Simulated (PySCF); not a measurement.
Compound: C7H13NSi.
SMILES with atom numbers: `[CH2:1]=[CH:2][CH2:3][N:4]([SiH3:5])[CH2:6][C:7]1=[CH:8][CH2:9]1`

Cartesian coordinates in Å at the GFN2-xTB level; atoms count from 1:
```
atom  x, y, z in Å
C1    -2.156   -0.474    1.202
C2    -1.495    0.573    0.744
C3    -1.338    0.871   -0.720
N4    -0.128    0.308   -1.288
Si5   -0.095   -1.330   -1.819
C6     1.088    0.953   -0.846
C7     1.521    0.567    0.508
C8     2.002    0.822    1.688
C9     1.691   -0.621    1.414
H10   -2.228   -0.692    2.255
H11   -2.657   -1.158    0.537
H12   -0.988    1.244    1.424
H13   -2.182    0.450   -1.271
H14   -1.323    1.957   -0.878
H15   -1.336   -1.492   -2.577
H16    1.093   -1.411   -2.671
H17   -0.019   -2.365   -0.779
H18    0.957    2.043   -0.893
H19    1.885    0.674   -1.546
H20    2.384    1.499    2.412
H21    2.500   -1.323    1.238
H22    0.815   -1.077    1.865
```

NICS = −σ at a ghost point: NICS(0) at the centroid of the ring atoms, NICS(1) 1 Å to either side along the normal of their mean plane, zz for the tensor component along that normal. Level: GIAO PBE0/pcSseg-1 (PySCF, non-relativistic, gas phase) on the GFN2-xTB geometry, one conformer.

Ring bond lengths (Å), with Mayer bond orders in brackets: C7–C8 1.300 (1.72), C8–C9 1.502 (0.95), C9–C7 1.503 (0.90).

Task: What do the NICS probes read (ppm)?

Result: 
| ring | type | NICS(0) | NICS(1), two faces | NICS(1)zz, two faces | rms pucker (Å) | centre to ring atoms, mean (Å) |
| --- | --- | --- | --- | --- | --- | --- |
| C7–C8–C9 | 3-membered carbocycle; formal bonds 1 double, 2 single | -30.4 | -7.3 / -7.3 | -16.1 / -16.5 | 0.00 | 0.83 |

Task: What can be read from them?

Result: 
- C7–C8–C9: mean NICS(1)zz -16.3 ppm, shielded. C9 has four or more neighbours, and the NICS criterion for π rings isn't applied. NICS(0) lies 23 ppm below the mean NICS(1).

Task: What is the mean of the two in-plane components of NICS at the first NICS(1) probe listed for ring C7–C8–C9, 1 Å off the ring?

Result: The isotropic value is a third of the trace: (3 × -7.3 − (-16.1))/2 = -2.9 ppm.

Task: How shielded are the nuclei of the rings and their hydrogens (means over atoms taken as equivalent)?

Result: 
```tsv
atoms	environment	σ isotropic (ppm)	principal values of the symmetric part, first atom (ppm)
C7	fully substituted alkene carbon	51.9	-97.3, 86.1, 167.1
C8	alkene CH carbon	81.4	-51.9, 113.7, 182.4
C9	allylic carbon	175.7	134.3, 151.2, 241.6
H20	vinylic hydrogen	25.15	21.4, 25.2, 28.9
H21 (×2)	methylene hydrogen	30.61	25.8, 26.6, 39.5
```
